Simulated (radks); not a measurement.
Values are calculated unless marked as measured or tabulated.
Q: Coulomb parameter of the 4d shell of the molybdenum ion Mo3+ in the model configuration [Kr] 4d1.5 5s1.5, as a second difference U = [E(n + 0.25) + E(n - 0.25) - 2 E(n)] / (0.25)^2 with all orbitals relaxed. "Bare": the charge of the atom changes with n. "Screened": the 5s shell takes up the change at fixed total charge, which measures U(4d,4d) + U(5s,5s) - 2 U(4d,5s). Code: a radial shooting solver on a logarithmic mesh with Libxc functionals. Model: scalar-relativistic Kohn-Sham, BLYP, spin-unpolarised, spherical densities, point nucleus. Estimate both.

A: U(bare) = 13.307 eV, U(screened by 5s) = 1.812 eV, against the Slater integral F0(4d,4d) = 15.979 eV with frozen orbitals.
